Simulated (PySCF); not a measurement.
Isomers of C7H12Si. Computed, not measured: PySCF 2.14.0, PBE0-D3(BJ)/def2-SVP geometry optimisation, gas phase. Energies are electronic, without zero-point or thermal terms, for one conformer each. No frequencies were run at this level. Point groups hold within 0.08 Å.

Question: Order them by energy at this level, lowest first, and give relative energies in kcal/mol.
A. `[CH3:1][CH2:2][CH2:3][C:4]1=[CH:5][SiH2:6][CH:7]=[CH:8]1` with C1–C2–C3–C4 179°, C2–C3–C4–C5 107°
B. `[SiH3:1][CH2:2][C@@H:3]1[CH:4]=[CH:5][C@@H:6]2[CH2:7][C@H:8]12` with Si1–C2–C3–C4 177°

Answer: A (0.0), B (10.8).

As drawn, the higher has a three-membered ring, which the lower lacks.

| SMILES | E (Eh) | E rel (kcal/mol) | dipole (D) | point group | A, B, C (MHz) |
| --- | --- | --- | --- | --- | --- |
| CCCC1=C[SiH2]C=C1 | -562.70290 | 0.0 | 1.15 | C1 | 4743, 808.2, 738.9 |
| [SiH3]C[C@@H]1C=C[C@@H]2C[C@@H]21 | -562.68568 | 10.8 | 0.67 | C1 | 3661, 1106, 939.6 |
